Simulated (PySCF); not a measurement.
# Basis set benchmark on one molecule

Molecule: phenylhydrazine (C1=CC=CC=C1NN, C6H8N2).

Atoms are numbered as in `[NH2:1][NH:2][c:3]1[cH:4][cH:5][cH:6][cH:7][cH:8]1`; H(Xn) means a hydrogen on atom n.

Geometry PBE0-D3(BJ)/def2-SVP throughout; GIAO in PySCF 2.14, gas phase, one conformer, non-relativistic; equivalent atoms averaged; functional PBE0.

Reference values (measured; solution, CDCl3, 309 K; Shapiro, Mohrmann, J. Phys. Chem. Ref. Data 1977, 6, 919): δ(H(C4)/H(C8)) = 6.70 ppm, δ(H(C5)/H(C7)) = 7.17 ppm, δ(H(C6)) = 6.76 ppm. Computed shifts are taken against TMS, calculated as an isolated molecule at each level.

Question: How do the basis sets pcSseg-0, cc-pVDZ, def2-SVP, aug-cc-pVDZ, def2-TZVP perform against the reference? Times are CPU seconds on 1 thread of an Arm Neoverse V1, shared host.

Answer: 
```
  basis set  functions  H(C4)/H(C8)  H(C5)/H(C7)  H(C6)  mean abs. error H  core-s
   pcSseg-0         88         6.12         7.11   6.58               0.27     7.8
    cc-pVDZ        152         6.16         7.07   6.57               0.28      17
   def2-SVP        152         6.12         7.02   6.44               0.35      16
aug-cc-pVDZ        256         6.69         7.44   6.91               0.14      39
  def2-TZVP        296         6.61         7.42   6.87               0.15      48
```

For ¹H the closest is aug-cc-pVDZ (0.14 ppm, with def2-TZVP practically level) and the furthest def2-SVP (0.35 ppm). Where a smaller basis beats a larger one, errors probably cancel. One molecule is a small sample, and vibrational and solvent effects are absent from the calculation.

A small basis that lands close on one nucleus may do so by chance; judge by the trend and by all nuclei.
